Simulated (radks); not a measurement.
Task: Radial electron density D(r) = 4 pi r^2 rho(r) of an atom or ion with 19 electrons. Calculated with a radial shooting solver on a logarithmic mesh with Libxc functionals: non-relativistic Kohn-Sham, PBE, spin-unpolarised, spherical densities, point nucleus.

r (bohr)  D(r) (e/bohr)
0.00414           2.826
0.004705          3.533
0.005348          4.397
0.006029          5.373
0.006853          6.617
0.007788          8.097
0.008781          9.719
0.009981          11.71
0.01134           13.99
0.01279           16.36
0.01454           19.11
0.01639           21.83
0.01863           24.81
0.02117           27.72
0.02387           30.23
0.02713           32.50
0.03083           34.16
0.03477           35.01
0.03951           35.08
0.04491           34.30
0.05063           32.95
0.05755           31.17
0.06489           29.61
0.07375           28.55
0.08382           28.58
0.0945            29.82
0.1074            32.35
0.1221            35.57
0.1376            38.39
0.1564            40.16
0.1764            39.80
0.2005            36.87
0.2278            31.65
0.2569            25.66
0.292             19.64
0.3318            15.46
0.3741            13.89
0.4252            14.45
0.4833            16.08
0.5449            17.15
0.6193            16.67
0.6983            14.46
0.7936            10.85
0.902             7.006
1.017             4.020
1.156             1.882
1.314            0.7314
1.481            0.2496
1.684           0.06334
1.913           0.01244
2.157          0.002095
2.452         0.0002331

What is the nuclear charge?

Result: Z = 29. The innermost maximum, from 1s, lies near 1/Z = 0.0345 bohr (found: 0.0374), and its height grows with Z. The density is that of the copper ion Cu10+ in [Ar] 3d1; the configuration itself is not fixed sharply by these data, and Z only to about a unit. D(r) has 3 maxima, at r = 0.0374, 0.163, 0.563 bohr, and minima at 0.0786, 0.383 bohr, inside which lie 2.10, 10.49 electrons.
